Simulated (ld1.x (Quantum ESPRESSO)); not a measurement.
u(r) = r·R(r): atom against pseudo-atom (iodine (I))

Columns: radius, all-electron u(r) and pseudo u(r) of the 5s shell (level -17.45 eV) of iodine in the configuration [Kr] 4d10 5s2 5p5; PBEsol, scalar-relativistic, TM scheme, ld1.x (Quantum ESPRESSO) 7.5.

```csv
r (bohr),all-electron,pseudo
0.113,-0.0988,0.0759
0.225,0.2774,0.1419
0.338,0.0662,0.1920
0.450,-0.2682,0.2227
0.563,-0.4195,0.2391
0.675,-0.3667,0.2507
0.788,-0.1879,0.2702
0.900,0.0362,0.3092
1.013,0.2581,0.3790
1.125,0.4475,0.4807
1.238,0.5975,0.6007
1.350,0.7048,0.7049
1.463,0.7757,0.7757
1.575,0.8143,0.8143
1.688,0.8276,0.8276
1.800,0.8211,0.8211
1.913,0.7994,0.7994
2.025,0.7674,0.7674
2.138,0.7277,0.7277
2.250,0.6839,0.6839
2.363,0.6373,0.6373
2.475,0.5904,0.5904
2.588,0.5436,0.5436
2.700,0.4984,0.4984
2.813,0.4548,0.4548
2.925,0.4139,0.4139
```

Task: How many radial nodes do the two functions have?

Result: The all-electron 5s function has n − l − 1 = 4 (the table is too coarse to show those close to the nucleus); the pseudo-wave has 0, since the states of the same l below it are removed with the core.

Task: At about which radius was the pseudo-wave matched?

Result: 1.40 bohr, where the columns begin to agree (steps of 0.11 bohr).

Task: Is the pseudo-wave norm-conserving?

Result: Yes: the TM scheme keeps the norm inside the radius equal to the all-electron one, which fixes the energy derivative of the logarithmic derivative at the level.
